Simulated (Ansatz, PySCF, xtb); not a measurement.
Gas-phase reaction in SMILES: OCCC[SiH2]O + 5 [H][H] (H2) → 3 C (CH4) + 2 O (H2O) + [SiH4] (SiH4)
Each molecule is optimised on its own at B3LYP-D3(BJ)/def2-TZVP (Ansatz, a program for electronic structure), one conformer each, not searched for the lowest. Frequencies are from Ansatz or PySCF.

Wanted: energy of full hydrogenation (enthalpy at 298 K, with B3LYP-D3(BJ) rigid-rotor harmonic-oscillator terms), in eV. Cores are frozen in the correlated levels unless marked. Spin-orbit coupling is left out. No relativistic terms. CBS marks a two-point X^-3 extrapolation of the correlation energy; Hartree-Fock from the larger set.

| level | program | energy of full hydrogenation (eV) |
|---|---|---|
| GFN2-xTB | xtb | -2.11 |
| PBE-D3(BJ)/def2-TZVPD | Ansatz + dftd3 | -1.50 |
| revPBE-D4/def2-TZVPD | Ansatz + dftd4 | -1.30 |
| BHLYP/def2-TZVPD | Ansatz | -1.94 |
| CAM-B3LYP-D3(BJ)/def2-TZVPD | Ansatz + dftd3 | -1.62 |
| wB97M-V/def2-TZVPD | Ansatz | -1.50 |
| RPA@PBE/cc-pV(T+d)Z | Ansatz | -1.43 |
| MP2/STO-3G | Ansatz | -0.84 |
| MP2/6-31G | Ansatz | -1.51 |
| MP2/cc-pV(Q+d)Z | Ansatz | -1.36 |
| RI-MP2/aug-cc-pV(T+d)Z | Ansatz | -1.40 |
| SCS-MP2/STO-3G | Ansatz | -1.00 |
| CCSD/cc-pV(T+d)Z | Ansatz | -1.67 |
| CCSD(T)/aug-cc-pV(T+d)Z | Ansatz | -1.55 |
| CCSD(T)/CBS(cc-pV(T+d)Z,cc-pV(Q+d)Z) | Ansatz | -1.48 |
